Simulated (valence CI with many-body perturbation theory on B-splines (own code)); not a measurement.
**E1 transitions of Tm36+**

Computed by valence CI with perturbative core correlation (CI+MBPT): five valence electrons over a frozen Dirac-Fock core [Ar] 3d10, radial functions for each j: 11 s, 11 p, 10 d, 8 f, 5 g, 2 h, with the one-electron correlation potential Σ1, the two-electron term Σ2, the three-electron term Σ3, Breit, model QED; selected CI, second order for the rest, scaled by the run's own slope (own B-spline code, finite nucleus).

The last digits are not significant, and no measured levels were compared; by estimate large intervals hold to a few tenths of a per cent, small ones and those within an open d or f shell to about a per cent. Among the levels kept, up to 2100 cm⁻¹ of a level comes from second order outside the variational space, and about a tenth of that is noise between levels of different J, which matters for small intervals.

Lines 151 to 200 of 565 in falling wavelength, among levels below 32.371 Ry, chosen from the strongest by gf and those to the six lowest levels. Wavelengths and rates use the calculated energies. Electric multipoles are in the length gauge with retardation, E1 and E2 with the static RPA response of the core. Weak lines are less certain than strong ones. Lines between different terms over intervals too small for the method are left out, as are lines whose strength nearly cancels. Where a level lies close to another of its J and parity, the split of strength between their lines is uncertain. The highest levels of a list are the least certain.

Levels are named by their leading jj configuration (3d3/2^4 stands for four electrons in 3d with j = 3/2), which in mixed levels can hold well under half, so a name can repeat and another be missing. Letters in brackets count levels of one name in rising energy.

| λ vac (Å) | Upper | Lower | A (s⁻¹) | log gf | Branch % |
| --- | --- | --- | --- | --- | --- |
| 78.76 | (4s^2 4p3/2^2 4f5/2) J=1/2 | (4s^2 4p3/2^2 4d3/2) J=1/2 | 7.59e+10 | -0.85 | 10.4 |
| 78.67 | (4s 4p1/2 4p3/2^2 4d5/2) J=5/2 [b] | (4s^2 4p1/2 4p3/2 4d5/2) J=7/2 [a] | 1.87e+10 | -0.98 | 5.9 |
| 78.65 | (4s^2 4p1/2 4p3/2 4d5/2) J=3/2 [b] | (4s^2 4p1/2 4p3/2^2) J=1/2 | 4.17e+10 | -0.81 | 9.2 |
| 78.39 | (4s 4p1/2 4p3/2^2 4d5/2) J=5/2 [d] | (4s^2 4p1/2 4p3/2 4d3/2) J=3/2 [b] | 3.80e+10 | -0.68 | 6.1 |
| 78.39 | (4s 4p1/2 4p3/2^2 4d3/2) J=5/2 [d] | (4s 4p1/2 4p3/2^3) J=3/2 [a] | 3.02e+10 | -0.78 | 6.7 |
| 78.39 | (4s 4p1/2 4p3/2^2 4d5/2) J=5/2 [g] | (4s^2 4p1/2 4p3/2 4d5/2) J=7/2 [b] | 2.72e+10 | -0.82 | 3.4 |
| 78.27 | (4s^2 4p3/2 4d3/2 4d5/2) J=7/2 [b] | (4s^2 4p3/2^2 4d3/2) J=7/2 | 7.66e+10 | -0.25 | 5.8 |
| 78.26 | (4s^2 4p1/2 4d5/2^2) J=5/2 | (4s^2 4p1/2 4p3/2 4d5/2) J=5/2 [c] | 6.72e+10 | -0.43 | 9.8 |
| 78.25 | (4s 4p1/2^2 4p3/2^2) J=1/2 | (4s^2 4p1/2^2 4p3/2) J=3/2 | 1.36e+11 | -0.60 | 87.4 |
| 78.21 | (4s 4p1/2^2 4p3/2 4d5/2) J=3/2 [b] | (4s^2 4p1/2^2 4d5/2) J=5/2 | 1.70e+11 | -0.20 | 45.3 |
| 78.17 | (4s^2 4p1/2^2 4d5/2) J=5/2 | (4s^2 4p1/2^2 4p3/2) J=3/2 | 2.18e+11 | 0.08 | 97.9 |
| 78.16 | (4s 4p1/2 4p3/2^2 4d5/2) J=5/2 [b] | (4s^2 4p1/2 4p3/2 4d5/2) J=5/2 [a] | 6.41e+10 | -0.45 | 20.3 |
| 78.14 | (4s^2 4p1/2 4d3/2 4d5/2) J=3/2 [a] | (4s^2 4p1/2 4p3/2 4d3/2) J=1/2 [a] | 9.30e+10 | -0.47 | 18.0 |
| 78.13 | (4s 4p1/2^2 4p3/2 4d5/2) J=3/2 [b] | (4s 4p1/2^2 4p3/2^2) J=1/2 | 1.42e+11 | -0.28 | 37.7 |
| 77.95 | (4s^2 4p1/2 4p3/2 4f7/2) J=9/2 [a] | (4s^2 4p1/2 4p3/2 4d5/2) J=9/2 | 7.93e+10 | -0.14 | 47.0 |
| 77.94 | (4s^2 4p3/2 4d3/2 4d5/2) J=5/2 [b] | (4s^2 4p3/2^2 4d5/2) J=7/2 | 4.82e+10 | -0.58 | 3.9 |
| 77.94 | (4s 4p1/2^2 4d3/2 4d5/2) J=3/2 [b] | (4s 4p1/2^2 4p3/2 4d3/2) J=1/2 [a] | 5.98e+10 | -0.66 | 28.4 |
| 77.93 | (4s 4p1/2^2 4d3/2 4d5/2) J=3/2 [b] | (4s 4p1/2^2 4p3/2 4d3/2) J=3/2 [a] | 8.69e+10 | -0.50 | 41.2 |
| 77.86 | (4s 4p1/2 4p3/2^2 4d5/2) J=7/2 [c] | (4s^2 4p1/2 4p3/2 4d5/2) J=7/2 [a] | 2.70e+10 | -0.71 | 25.0 |
| 77.85 | (4s^2 4p1/2 4d3/2 4d5/2) J=3/2 [a] | (4s^2 4p1/2 4p3/2 4d3/2) J=3/2 [a] | 3.83e+10 | -0.86 | 7.4 |
| 77.81 | (4s 4p1/2 4p3/2^2 4d3/2) J=7/2 [b] | (4s^2 4p1/2 4p3/2 4d3/2) J=5/2 [a] | 3.67e+10 | -0.57 | 7.3 |
| 77.80 | (4s^2 4p1/2 4d5/2^2) J=1/2 | (4s^2 4p1/2 4p3/2 4d5/2) J=3/2 [b] | 8.14e+10 | -0.83 | 10.1 |
| 77.79 | (4s 4p1/2 4p3/2^2 4d5/2) J=5/2 [g] | (4s^2 4p1/2 4p3/2 4d5/2) J=5/2 [b] | 3.50e+10 | -0.72 | 4.4 |
| 77.78 | (4s 4p1/2 4p3/2^2 4d5/2) J=3/2 [f] | (4s 4p1/2 4p3/2^3) J=3/2 [b] | 6.71e+10 | -0.61 | 7.1 |
| 77.66 | (4s^2 4p1/2 4p3/2 4f5/2) J=7/2 [b] | (4s^2 4p1/2 4p3/2 4d5/2) J=5/2 [b] | 5.85e+10 | -0.37 | 6.2 |
| 77.63 | (4s^2 4p1/2 4d5/2^2) J=5/2 | (4s^2 4p1/2 4p3/2 4d5/2) J=3/2 [b] | 1.02e+11 | -0.26 | 14.8 |
| 77.45 | (4s 4p1/2^2 4p3/2 4d5/2) J=5/2 [b] | (4s 4p1/2^2 4p3/2^2) J=3/2 | 2.61e+11 | 0.15 | 59.1 |
| 77.37 | (4s 4p1/2 4p3/2^2 4d5/2) J=7/2 [g] | (4s^2 4p1/2 4p3/2 4d5/2) J=5/2 [c] | 3.12e+10 | -0.65 | 4.1 |
| 77.34 | (4s^2 4p1/2 4p3/2 4d5/2) J=5/2 [b] | (4s^2 4p1/2 4p3/2^2) J=5/2 | 9.53e+10 | -0.29 | 19.1 |
| 77.32 | (4s^2 4p3/2 4d3/2 4d5/2) J=5/2 [b] | (4s^2 4p3/2^2 4d3/2) J=5/2 | 5.06e+10 | -0.57 | 4.1 |
| 77.31 | (4s 4p1/2 4p3/2^2 4d3/2) J=5/2 [c] | (4s^2 4p1/2 4p3/2 4d3/2) J=5/2 [a] | 1.08e+11 | -0.24 | 38.9 |
| 77.18 | (4s 4p1/2 4p3/2^2 4d3/2) J=5/2 [d] | (4s^2 4p1/2 4p3/2 4d3/2) J=7/2 | 1.29e+11 | -0.16 | 28.9 |
| 77.16 | (4s 4p1/2 4p3/2^2 4d5/2) J=9/2 [c] | (4s^2 4p1/2 4p3/2 4d5/2) J=9/2 | 6.36e+10 | -0.25 | 31.5 |
| 77.10 | (4s^2 4p1/2 4p3/2 4f5/2) J=5/2 [b] | (4s^2 4p1/2 4p3/2 4d5/2) J=7/2 [b] | 3.32e+10 | -0.75 | 3.2 |
| 77.07 | (4s^2 4p1/2 4p3/2 4d5/2) J=3/2 [a] | (4s^2 4p1/2 4p3/2^2) J=3/2 | 2.52e+11 | -0.05 | 88.6 |
| 77.06 | (4s^2 4p3/2 4d3/2 4d5/2) J=3/2 [a] | (4s^2 4p3/2^2 4d3/2) J=5/2 | 1.12e+11 | -0.40 | 17.7 |
| 77.05 | (4s 4p1/2 4p3/2^2 4d5/2) J=1/2 [c] | (4s^2 4p1/2 4p3/2 4d5/2) J=1/2 [a] | 1.76e+11 | -0.50 | 22.2 |
| 77.05 | (4s 4p1/2^2 4p3/2 4d5/2) J=7/2 [a] | (4s 4p1/2^2 4p3/2^2) J=5/2 | 1.90e+11 | 0.13 | 87.0 |
| 77.05 | (4s 4p1/2^2 4p3/2^2) J=3/2 | (4s^2 4p1/2^2 4p3/2) J=3/2 | 2.82e+11 | 0.00 | 90.4 |
| 77.02 | (4s^2 4p3/2 4d3/2 4d5/2) J=7/2 [b] | (4s^2 4p3/2^2 4d5/2) J=7/2 | 1.47e+11 | 0.02 | 11.2 |
| 76.97 | (4s^2 4p3/2 4d3/2 4d5/2) J=5/2 [b] | (4s^2 4p3/2^2 4d3/2) J=3/2 [a] | 1.49e+11 | -0.10 | 12.1 |
| 76.96 | (4s 4p1/2 4p3/2^2 4d5/2) J=3/2 [a] | (4s 4p1/2 4p3/2^3) J=3/2 [a] | 1.81e+11 | -0.19 | 41.4 |
| 76.89 | (4s 4p1/2 4p3/2^2 4d3/2) J=1/2 [b] | (4s^2 4p1/2 4p3/2 4d3/2) J=1/2 [a] | 2.12e+11 | -0.42 | 40.2 |
| 76.80 | (4s 4p1/2 4p3/2^2 4d5/2) J=5/2 [e] | (4s^2 4p1/2 4p3/2 4d3/2) J=5/2 [b] | 2.01e+10 | -0.97 | 2.8 |
| 76.76 | (4s^2 4p3/2 4d3/2 4d5/2) J=1/2 | (4s^2 4p3/2^2 4d3/2) J=3/2 [a] | 3.10e+11 | -0.26 | 22.7 |
| 76.76 | (4s^2 4p1/2 4p3/2 4d5/2) J=7/2 [b] | (4s^2 4p1/2 4p3/2^2) J=5/2 | 3.19e+11 | 0.35 | 100.0 |
| 76.74 | (4s 4p1/2 4p3/2^2 4d5/2) J=7/2 [e] | (4s^2 4p1/2 4p3/2 4d5/2) J=9/2 | 8.17e+10 | -0.24 | 18.7 |
| 76.73 | (4s^2 4p1/2 4d3/2 4d5/2) J=3/2 [b] | (4s^2 4p1/2 4p3/2 4d3/2) J=3/2 [b] | 4.19e+10 | -0.83 | 5.0 |
| 76.67 | (4s 4p1/2 4p3/2^2 4d5/2) J=5/2 [c] | (4s^2 4p1/2 4p3/2 4d5/2) J=5/2 [a] | 7.88e+10 | -0.38 | 9.6 |
| 76.64 | (4s^2 4p1/2 4d3/2 4d5/2) J=3/2 [b] | (4s^2 4p1/2 4p3/2 4d3/2) J=1/2 [b] | 5.08e+10 | -0.75 | 6.1 |

Q: How does gf follow from A for the line at 77.63 Å?

A: gf = 1.4992 × (2J+1)_upper × A / σ², with σ = 1288176 cm⁻¹ and 2J+1 = 6: gf = 0.552.
